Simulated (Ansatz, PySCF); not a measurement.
Molecule: C2H6B (charge 0, doublet). It need not be the lowest isomer of its formula. 
Geometry from a B3LYP-D3(BJ)/def2-TZVP (Ansatz, a program for electronic structure) optimisation:
```xyz
9

B      0.1175    -0.4618     0.2671
C      1.3541     0.0810    -0.4551
C     -1.2744     0.2494     0.2154
H      0.2262    -1.4746     0.8972
H      2.3245    -0.4048    -0.4255
H      1.3366     0.9932    -1.0465
H     -1.3039     1.1667    -0.3758
H     -1.6153     0.4836     1.2313
H     -2.0337    -0.4379    -0.1776
```
Charge 0, spin multiplicity 2.

Dipole moments at this geometry, in debye (magnitudes).

```tsv
level	program	dipole (D)
PBE/def2-TZVPD	Ansatz	0.80
BLYP/def2-TZVPD	Ansatz	0.79
revPBE/def2-TZVPD	Ansatz	0.80
B97M-V/def2-TZVPD	Ansatz	0.83
PBE0/def2-TZVPD	Ansatz	0.76
r2SCANh/def2-TZVPD	Ansatz	0.74
M06-2X/def2-TZVPD	PySCF	0.78
HSE06/def2-TZVPD	Ansatz	0.76
wB97X-V/def2-TZVPD	Ansatz	0.76
CCSD(T)/aug-cc-pVDZ	Ansatz	0.73
```
